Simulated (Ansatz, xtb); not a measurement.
# Two isomers of C5H9NOS

We compare X, `[H]/N=C1/[C@@H](S)C[C@H]1OC`, a singlet, with Y, `CO[C@@H]1C=C(S)[C@H]1N`, a singlet. Both are isolated molecules in the gas phase, relaxed with PBE0-D3(BJ)/def2-SVP; the shapes shown needn't be the lowest conformers.

X (Å):

```xyz
17

C     0.0532    0.9584    2.2934
C    -0.6172   -0.0146    0.2845
C     0.5236    0.1031   -0.7661
C    -0.4676   -0.4066   -1.8450
C    -1.5676    0.0112   -0.8921
N    -2.6905    0.5224   -1.1300
O    -0.8368    0.9814    1.2147
S    -0.5178    0.3321   -3.4939
H    -0.2310    1.7682    2.9786
H     1.0988    1.1214    1.9713
H     0.0070   -0.0028    2.8414
H    -0.5990   -1.0193    0.7584
H     1.4399   -0.4805   -0.6060
H     0.7645    1.1614   -0.9400
H    -0.4157   -1.5038   -1.9357
H    -1.7312    0.8982   -3.2856
H    -3.1109    0.8724   -0.2625
```

Y (Å):

```csv
atom,x (Å),y (Å),z (Å)
C,-0.1963,-1.4852,2.2737
C,-0.7494,0.7384,1.8875
C,-1.7928,1.7722,1.5651
C,-1.1354,2.2139,0.4768
C,-0.0375,1.1569,0.5529
N,1.3509,1.5085,0.6182
O,-1.2130,-0.5663,1.9997
S,-1.2619,3.5095,-0.6761
H,0.3145,-1.2582,3.2304
H,0.5739,-1.5047,1.4798
H,-0.6535,-2.4817,2.3473
H,-0.1070,0.9987,2.7571
H,-2.7199,2.0585,2.0646
H,-2.2971,4.1537,-0.0942
H,-0.1844,0.3644,-0.1990
H,1.7238,1.7229,-0.3038
H,1.4884,2.3375,1.1936
```

Problem. Estimate which is lower in electronic energy at CCSD(T)/def2-SVP + ΔMP2/def2-TZVPP, and by roughly how much.

Solution. The CCSD(T)/def2-SVP + ΔMP2/def2-TZVPP calculation puts structure X lower, by 27.8 kJ/mol.

How the difference moves with the method:

| level | geometry | E(Y) − E(X) (kJ/mol) | departure from the last row (kJ/mol) | job, with rough time for the two |
| --- | --- | --- | --- | --- |
| GFN2-xTB | GFN2-xTB | +43.7 | +15.9 | optimisation, 0.36 s |
| HF/STO-3G | GFN2-xTB | +44.2 | +16.4 | single point, 1.2 s |
| r2SCAN-D4/def2-SVP | GFN2-xTB | +28.5 | +0.7 | single point, 7.2 s |
| PBE0-D3(BJ)/def2-SVP | PBE0-D3(BJ)/def2-SVP | +31.4 | +3.6 | optimisation, 2.5 min |
| HF/def2-SVP | PBE0-D3(BJ)/def2-SVP | +33.7 | +5.9 | part of the CCSD(T) run |
| MP2/def2-SVP | PBE0-D3(BJ)/def2-SVP | +34.3 | +6.5 | part of the CCSD(T) run |
| CCSD(T)/def2-SVP | PBE0-D3(BJ)/def2-SVP | +37.4 | +9.6 | single point |
| CCSD(T)/def2-SVP + ΔMP2/def2-TZVPP | PBE0-D3(BJ)/def2-SVP | +27.8 |  | single point, 4.3 min |

As drawn, Y has 1 C=C, 1 C–N, 1 N–H in place of 1 C=N, 1 C–C, 1 C–H.

The levels shown agree on the order. The largest departure from CCSD(T)/def2-SVP + ΔMP2/def2-TZVPP is that of HF/STO-3G, 16.4 kJ/mol. The last row adds to CCSD(T) the change of the MP2 difference between the two basis sets, here −9.6 kJ/mol.

With thermal terms from frequencies at re-optimised GFN2-xTB minima (ideal gas, soft modes damped towards free rotors, one conformer each, 298.15 K, 1 atm): the zero-point term adds +0.2 kJ/mol; ΔH is +28.1 and ΔG +29.5 kJ/mol.

The correlated steps freeze 12 core orbitals. Codes used: Ansatz 0.2.0, xtb 6.7.1; the last row on 2 threads of Intel(R) Xeon(R) Processor @ 2.70GHz on a shared host.
